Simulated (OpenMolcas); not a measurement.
# Computed transition rates of Mo2+

- Program: OpenMolcas
- Method: MS-RASPT2, IPEA 0.25 Eh, imaginary shift 0.1 Eh (closed shells correlated: 4s)
- Basis: ANO-RCC-VQZP [8s7p5d3f2g1h]
- Scalar Hamiltonian: DKH2, point nucleus
- Active space: 10 electrons in 8 orbitals (RAS1 4p, at most 2 holes; RAS2 4d)
- State averaging: 2S+1 = 5 even, 5 roots; 2S+1 = 3 even, 45 roots; 2S+1 = 1 even, 50 roots
- Spin-orbit coupling: state interaction with AMFI integrals over the reference wave functions, term energies averaged over their components

Rates come from the transition moments of the reference wave functions (E1 and E2 in the length form). At fixed line strength A goes as λ^-3 for E1 and M1 and as λ^-5 for E2, so a rate at the computed wavelength can be rescaled to the measured one. Measured vacuum wavelengths follow from level energies in Sugar and Musgrove, J. Phys. Chem. Ref. Data 17, 155 (1988). Branching counts decays inside the model space alone, at computed energies, and the table is only a selection of the E2 and M1 lines, drawn from those between levels with measured partners whose computed energy lies within a factor of 1.5 of the measured one.

```tsv
Upper	Lower	Type	λ computed (nm)	λ measured (nm)	A computed (s-1)	A rescaled (s-1)	Branching %
4d⁴ ⁵D₁	4d⁴ ⁵D₀	M1	40250	41320	8.19e-04	7.57e-04	100.0
4d⁴ ⁵D₂	4d⁴ ⁵D₁	M1	22780	23460	4.76e-03	4.36e-03	100.0
4d⁴ ³H₆	4d⁴ ³H₅	M1	19670	18670	2.74e-03	3.20e-03	98.7
4d⁴ ³H₅	4d⁴ ³H₄	M1	17470	16780	4.65e-03	5.25e-03	93.6
4d⁴ ⁵D₃	4d⁴ ⁵D₂	M1	17460	17990	8.66e-03	7.92e-03	100.0
4d⁴ ⁵D₄	4d⁴ ⁵D₃	M1	14970	15420	8.04e-03	7.36e-03	100.0
4d⁴ ³G₅	4d⁴ ³H₅	M1	2636	2908	6.47e-02		37.3
4d⁴ ¹I₆	4d⁴ ³H₆	M1	1671	1543	1.48e-01		53.0
4d⁴ ¹I₆	4d⁴ ³H₅	M1	1540	1426	1.31e-01		46.7
4d⁴ ¹G₄(1)	4d⁴ ³F₄(1)	M1	1534	1583	4.48e-01		38.4
4d⁴ ¹D₂(1)	4d⁴ ³F₃(1) [74 %]	M1	1042	1129	3.39e-01		32.5
4d⁴ ¹S₀(1)	4d⁴ ³P₁(1)	M1	915.3	954.2	1.99e+00		99.8
4d⁴ ³H₄	4d⁴ ⁵D₄	M1	890.8	925.3	3.18e-02		83.1
4d⁴ ³P₀(1)	4d⁴ ⁵D₁	M1	847.5	916.8	1.46e+00		99.9
4d⁴ ³P₁(1)	4d⁴ ⁵D₂	M1	791	844.4	1.09e+00		89.4
4d⁴ ³F₄(1)	4d⁴ ⁵D₄	M1	755.9	804.9	6.90e-01		77.3
4d⁴ ³F₃(1) [74 %]	4d⁴ ⁵D₃	M1	736.3	785.9	4.07e-01		64.0
4d⁴ ³P₂(1)	4d⁴ ⁵D₃	M1	715.2	761.4	6.69e-01		86.0
4d⁴ ³F₂(1)	4d⁴ ⁵D₂	M1	703.9	754.1	2.29e-01		57.8
4d⁴ ³F₂(1)	4d⁴ ⁵D₁	M1	682.8	730.6	1.36e-01		34.2
4d⁴ ³G₄	4d⁴ ⁵D₄	M1	657.6	693.9	1.06e-01		55.4
4d⁴ ³G₃ [74 %]	4d⁴ ⁵D₃	M1	646.1	682.7	1.12e-01		38.2
4d⁴ ¹G₄(2)	4d⁴ ¹I₆	E2	561.7	630	1.32e+00	7.44e-01	44.6
4d⁴ ³D₃	4d⁴ ⁵D₄	M1	535.3	567.7	4.07e-01		57.5
4d⁴ ³D₂	4d⁴ ⁵D₁	M1	488.9	517.2	2.20e-01		33.8
```

Spin-changing lines and M1 lines between different terms are not rescaled, since their strength hangs on the term gaps too.

The largest correction is for 4d⁴ ¹G₄(2) → 4d⁴ ¹I₆ (E2): 1.32e+00 × (561.7 / 630)^5 = 7.44e-01 s-1, a factor of 0.56.

The computed rate and branching of 4d⁴ ⁵D₁ → 4d⁴ ⁵D₀ give the upper level a radiative lifetime of 1.000 / 8.19e-04 s-1 = 1.22e+03 s, counting decays inside the model space alone. The rescaled rate gives about 1.3e+03 s.

The computed order of these levels differs from the measured one in 4 places, and where term gaps are wrong the rates of spin-changing lines can be off by large factors.

These are rates of the free ion; in crystals, glasses and complexes forced electric-dipole and non-radiative decay shorten such lifetimes by orders of magnitude. No measured rate stands beside these. Rescaling mends the energy factor alone: line strengths can still be far off where a level mixes with configurations outside the active space, and weak or spin-changing lines hang on small mixing coefficients that depend on the term gaps too, so rescaling need not improve them.

CASPT2 breaks the degeneracy within a term, and the mean is taken; among the terms shown or strongly mixed into the levels shown the widest spread is 1500 cm-1 (4d⁴ ¹I). Active for correlation alone: 4p; no level in the range computed is led by a configuration that opens it, so any true level of that kind is missing. The CASPT2 spread within a term exceeds the gap to the next term for 4d⁴ ³H and 4d⁴ ³P(1), 4d⁴ ¹I and 4d⁴ ³D, 4d⁴ ³D and 4d⁴ ¹G(1) and others, so the order of their levels is uncertain. Computed and measured levels are paired by configuration, term and J; levels that our copy of the source lacks, or whose pairing is in doubt (as where it misses far off the trend of its configuration), stay unpaired. Levels of configurations outside the active space are missing.

A share in square brackets marks a mixed level and gives the weight of the term that names it. A number in round brackets counts repeated terms of one configuration in the order of the reference energies.
